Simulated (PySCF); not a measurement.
## Converging InCl in the basis (PBE)

PySCF, UKS reference; singlet, unpaired electrons none; De to In + Cl without counterpoise correction.

| basis | relativity | functions | Re (Å) | ωe (cm⁻¹) | De (eV) | μ (D) |
| --- | --- | --- | --- | --- | --- | --- |
| def2-SVP | scalar-relativistic core potentials | 44 | 2.449 | 317 | 4.65 | -3.00 |
| cc-pVDZ-PP/cc-pV(D+d)Z | scalar-relativistic core potentials | 46 | 2.462 | 303 | 4.62 | -3.47 |
| def2-SVPD | scalar-relativistic core potentials | 59 | 2.481 | 297 | 4.71 | -3.95 |
| aug-cc-pVDZ-PP/aug-cc-pV(D+d)Z | scalar-relativistic core potentials | 64 | 2.473 | 294 | 4.67 | -3.80 |
| def2-TZVPP | scalar-relativistic core potentials | 92 | 2.436 | 302 | 4.69 | -3.45 |
| def2-TZVPPD | scalar-relativistic core potentials | 107 | 2.440 | 298 | 4.70 | -3.60 |

(1) How does each smaller set differ from the one with most functions, def2-TZVPPD?

A positive dipole means In(−)Cl(+). These are scalar-relativistic numbers at best; spin–orbit coupling would shift them, the dissociation energy most.

## Answers

(1) def2-SVP: +0.9 pm, +6.4 % in ωe, -0.05 eV in De; cc-pVDZ-PP/cc-pV(D+d)Z: +2.2 pm, +1.7 % in ωe, -0.08 eV in De; def2-SVPD: +4.1 pm, -0.3 % in ωe, +0.01 eV in De; aug-cc-pVDZ-PP/aug-cc-pV(D+d)Z: +3.3 pm, -1.3 % in ωe, -0.03 eV in De; def2-TZVPP: -0.4 pm, +1.3 % in ωe, -0.01 eV in De. All at PBE; the set with most functions is neither the basis-set limit nor always the best.
